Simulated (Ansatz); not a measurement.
Stretching the Ge1–F2 bond in F2Ge (SMILES [F][Ge][F]) (multiplicity 1 held, fragments rigid). Energies count from the point at 1.758 Å.
Geometry at that point (charge 0, multiplicity 1):
```xyz
3

Ge     0.035    -0.021     0.416
F      0.599     1.180    -0.738
F     -0.725    -1.106    -0.740
```

R- and RO- levels are restricted; in cc, def2 and unpolarised 6-31G sets they are followed outwards from rest. Unrestricted levels (U-) break spin symmetry where that is lower. Curves can end on different states.

Cores are frozen in the correlated methods. Filled d and f shells under p-block atoms count as core.

Codes used: Ansatz (a first-principles code). Values without a source in brackets are computed.

Energies in eV.

```tsv
R (Å)	U-HF/cc-pVDZ	R-MP2/cc-pVDZ	R-SCS-MP2/cc-pVDZ	U-SCS-MP2/cc-pVDZ
1.407	3.20	3.51	3.50	3.50
1.582	0.51	0.63	0.63	0.63
1.758	0.00	0.00	0.00	0.00
1.934	0.39	0.30	0.30	0.30
2.110	1.11	0.96	0.96	0.96
2.374	2.31	2.11	2.09	2.09
2.637	3.22	3.16	3.13	4.06
3.077	3.56	4.58	4.52	5.07
3.517	3.64	5.60	5.53	5.28
4.044	3.67	6.41	6.30	5.35
4.747	3.68	6.89	6.73	5.37
5.627	3.68	6.84	6.58	5.37
```

Doubts at one or more of the structures used: a spin-contaminated determinant (U-HF/cc-pVDZ, U-SCS-MP2/cc-pVDZ); a restricted determinant that unrestricted orbitals would lower (R-MP2/cc-pVDZ, R-SCS-MP2/cc-pVDZ).
